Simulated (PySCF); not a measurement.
Species: phosphorus(iii) oxide, P4O6.
SMILES with atom numbers: `[O:1]1[P:2]2[O:3][P:4]3[O:5][P:6]1[O:7][P:8]([O:9]2)[O:10]3`

The same species was optimised twice, with GFN2-xTB and with PBE0-D3(BJ)/def2-SVP (PySCF), and the same property calculations (PySCF, gas phase) were run on both structures.

| coordinate | GFN2-xTB | PBE0-D3(BJ)/def2-SVP | change |
| --- | --- | --- | --- |
| O7–P8 (Å) | 1.642 | 1.668 | +0.026 |
| P4–O10 (Å) | 1.642 | 1.668 | +0.026 |
| P2–O3 (Å) | 1.642 | 1.668 | +0.026 |
| P2–O9 (Å) | 1.642 | 1.668 | +0.026 |
| O1–P6 (Å) | 1.642 | 1.668 | +0.026 |
| O1–P2 (Å) | 1.642 | 1.668 | +0.026 |
| P4–O5 (Å) | 1.642 | 1.668 | +0.026 |
| P8–O9 (Å) | 1.642 | 1.668 | +0.026 |
| O5–P6 (Å) | 1.642 | 1.668 | +0.026 |
| P8–O10 (Å) | 1.642 | 1.668 | +0.026 |
| P6–O7 (Å) | 1.642 | 1.668 | +0.026 |
| O3–P4 (Å) | 1.642 | 1.667 | +0.025 |
| P4–O5–P6 (°) | 126.3 | 127.7 | +1.4 |
| P2–O3–P4 (°) | 126.3 | 127.7 | +1.4 |
| P4–O10–P8 (°) | 126.3 | 127.7 | +1.4 |
| P2–O9–P8 (°) | 126.4 | 127.7 | +1.3 |
| P6–O7–P8 (°) | 126.3 | 127.6 | +1.3 |
| P2–O1–P6 (°) | 126.3 | 127.6 | +1.3 |
| O3–P4–O5 (°) | 99.9 | 99.0 | -0.9 |
| O5–P4–O10 (°) | 99.9 | 99.0 | -0.9 |

Rotational constants: A = 1079, B = 1079, C = 1079 MHz (GFN2-xTB) against A = 1045, B = 1045, C = 1045 MHz (PBE0-D3(BJ)/def2-SVP). Point groups within 0.08 Å: Td and Td.

On the GFN2-xTB structure: isotropic polarisability (au) 90.2 [CAM-B3LYP/def2-SVPD]; HOMO (eV) -9.57 [CAM-B3LYP/def2-SVPD]; LUMO (eV) -0.21 [CAM-B3LYP/def2-SVPD]; HOMO (eV) -8.30 [PBE0/pcSseg-1]; LUMO (eV) -1.42 [PBE0/pcSseg-1]; GIAO shielding of O1 (×6) (mean) (ppm) 174.3 [PBE0/pcSseg-1]; GIAO shielding of P2/P4/P6/P8 (mean) (ppm) 206.4 [PBE0/pcSseg-1].

**Question.** What do these properties become on the PBE0-D3(BJ)/def2-SVP structure?

**Answer.** 
```json
{"property": "isotropic polarisability (au)", "level": "CAM-B3LYP/def2-SVPD", "on GFN2-xTB": "90.2", "on PBE0-D3(BJ)/def2-SVP": "92.8", "change": "+2.6"}
{"property": "HOMO (eV)", "level": "CAM-B3LYP/def2-SVPD", "on GFN2-xTB": "-9.57", "on PBE0-D3(BJ)/def2-SVP": "-9.71", "change": "-0.14"}
{"property": "LUMO (eV)", "level": "CAM-B3LYP/def2-SVPD", "on GFN2-xTB": "-0.21", "on PBE0-D3(BJ)/def2-SVP": "-0.43", "change": "-0.22"}
{"property": "energy, GFN2-xTB geometry as zero (kcal/mol)", "level": "CAM-B3LYP/def2-SVPD", "on GFN2-xTB": "0.0", "on PBE0-D3(BJ)/def2-SVP": "-4.2", "change": "-4.2"}
{"property": "HOMO (eV)", "level": "PBE0/pcSseg-1", "on GFN2-xTB": "-8.30", "on PBE0-D3(BJ)/def2-SVP": "-8.43", "change": "-0.13"}
{"property": "LUMO (eV)", "level": "PBE0/pcSseg-1", "on GFN2-xTB": "-1.42", "on PBE0-D3(BJ)/def2-SVP": "-1.64", "change": "-0.22"}
{"property": "energy, GFN2-xTB geometry as zero (kcal/mol)", "level": "PBE0/pcSseg-1", "on GFN2-xTB": "0.0", "on PBE0-D3(BJ)/def2-SVP": "-4.3", "change": "-4.3"}
{"property": "GIAO shielding of O1 (×6) (mean) (ppm)", "level": "PBE0/pcSseg-1", "on GFN2-xTB": "174.3", "on PBE0-D3(BJ)/def2-SVP": "162.3", "change": "-12.0"}
{"property": "GIAO shielding of P2/P4/P6/P8 (mean) (ppm)", "level": "PBE0/pcSseg-1", "on GFN2-xTB": "206.4", "on PBE0-D3(BJ)/def2-SVP": "195.9", "change": "-10.5"}
```

The heavy atoms differ by 0.028 Å rms after alignment. Among bonds between heavy atoms 12 bonds (O1–P2, O1–P6, P2–O3, P2–O9, O3–P4, P4–O5 and others) change most and about equally (+0.025 to +0.026 Å). Changes are differences of the printed values. Neither structure is proved a minimum here.
